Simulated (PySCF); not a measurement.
Work out the structure from these simulated measurements.

Formula: C8H13NO.

| Quantity | Value |
| --- | --- |
| UV, first state | lowest singlet excitation: 5.41 eV (229 nm, f = 0.002) [TDDFT wB97X-D/def2-SVPD] |
| Rotational structure | rotational constants A, B, C: 1.661, 1.126, 0.803 GHz [PBE0-D3(BJ)/def2-SVP] |
| 13C NMR | chemical shifts (computed TMS as zero) by class: 170.9 (1 C), 147.3 (1 C), 125.2 (1 C), 79.9 (1 C), 77.5 (1 C), 56.6 (1 C), 47.0 (1 C), 41.6 (1 C) ppm [GIAO PBE0/pcSseg-1] |
| Valence photoelectron | vertical ionisation energy: 9.07 eV [ΔSCF wB97X-D/def2-SVPD] |
| Dipole | 2.12 D [wB97X-D/def2-SVPD] |
| UV, strongest line | among the 10 lowest singlet transitions: S7 at 7.66 eV (162 nm, f = 0.164) [TDDFT wB97X-D/def2-SVPD] |
| 1H NMR | chemical shifts (computed TMS as zero) by class: 7.46 (1 H), 6.16 (1 H), 5.40 (1 H), 5.33 (1 H), 4.07 (1 H), 3.22 (1 H), 3.10 (3 H), 2.82 (1 H), 2.62 (1 H), 2.45 (1 H), 1.09 (1 H) ppm [GIAO PBE0/pcSseg-1] |
| Triplet | lowest triplet excitation (Tamm–Dancoff): 4.48 eV [TDA wB97X-D/def2-SVPD] |

Electronic properties: PySCF, gas phase, density fitting. Levels stand in brackets. One conformer (not necessarily the lowest) at the PBE0-D3(BJ)/def2-SVP geometry, without solvent, vibrations or thermal averaging. NMR values are class means; diastereotopic atoms form classes of their own.

Q: Propose a structure and show how it fits.

A: Numbering: `[CH2:1]=[CH:2][CH2:3][C@@H:4]1[N:5]=[CH:6][CH2:7][C@H:8]1[O:9][CH3:10]`. Its formula, C8H13NO, gives 3 degrees of unsaturation: 1 ring and 2 π bonds in the structure found. 8 carbons fall into 8 classes; from least to most shielded: imine carbon [C6] (170.9 ppm), alkene CH carbon [C2] (147.3 ppm), terminal =CH2 carbon [C1] (125.2 ppm), ring sp3 carbon bound to oxygen [C8] (79.9 ppm), ring sp3 carbon bound to nitrogen [C4] (77.5 ppm), methoxy carbon [C10] (56.6 ppm), ring CH2 carbon [C7] (47.0 ppm), allylic carbon [C3] (41.6 ppm). Hydrogen classes from least to most shielded: 1 H on an imine carbon, C6 (7.46 ppm), 1 H on an alkene CH carbon, C2 (6.16 ppm), 1 H on a terminal =CH2 carbon, C1 (5.40 ppm), 1 H on a terminal =CH2 carbon, C1 (5.33 ppm), 1 H on an sp3 carbon bound to nitrogen, C4 (4.07 ppm), 1 H on an sp3 carbon bound to oxygen, C8 (3.22 ppm), 3 H on a methoxy carbon, C10 (3.10 ppm, a mean of values up to 0.6 ppm apart in this geometry), 1 H on an allylic carbon, C3 (2.82 ppm), 1 H on a ring CH2 carbon, C7 (2.62 ppm), 1 H on a ring CH2 carbon, C7 (2.45 ppm), 1 H on an allylic carbon, C3 (1.09 ppm). The first electron is taken from the HOMO, whose largest Löwdin shares are 0.29 on the ether oxygen, 0.26 on the imine nitrogen, 0.10 on the sp3 carbon bound to nitrogen and 0.09 on the sp3 carbon bound to oxygen. The optimised geometry has point group C1 and is an asymmetric top. Structure: `N1=CC[C@@H](OC)[C@@H]1CC=C`. Computed isomers that give other values at the same levels: `C=CC(=O)N(CC)C1CC1` (smallest rotational constant: 0.750 GHz; this holds for the one conformer computed); `C=C(/C=N/C(C)=O)C(C)C` (rotational constant A: 2.517 GHz; this holds for the one conformer computed); `C[C@]12C[C@@H](NC=O)[C@H](C1)C2` (rotational constant A: 3.394 GHz; this holds for the one conformer computed). The assignments are read from this structure; whether some other isomer fits the data as well wasn't checked. The mirror image fits equally.
